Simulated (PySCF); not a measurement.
Hf(F)2(SH)2 (F2H2HfS2), SMILES [SH][Hf]([SH])([F])[F], multiplicity 1.

Coordinates come from a B3LYP-D3(BJ)/def2-SVP optimisation. The geometry has at least one imaginary mode, so it is a saddle point at that level. The spin state was assumed, not searched. The structure was generated by enumeration; whether it is a known compound was not checked. The def2 effective core potentials stand for the cores of Hf; spin–orbit coupling is left out. Other conformers were not sampled.

Method: PySCF with PBE/def2-TZVP.

Isolated molecule, no solvent.

Estimate the frontier levels, gap, dipole moment and polarisability. (Estimate from the structure and the level; the computed values follow.)


highest occupied level: -6.91 eV
lowest empty level: -3.20 eV
orbital gap: 3.71 eV
dipole moment: 0.54 D
quadrupole, principal values (traceless, Buckingham form, about the centre of nuclear charge): -5.73, -4.06, 9.79 D·Å
mean static polarisability: 79.9 bohr³ (11.84 Å³)
polarisability, principal values: 62.8, 76.0, 100.8 bohr³
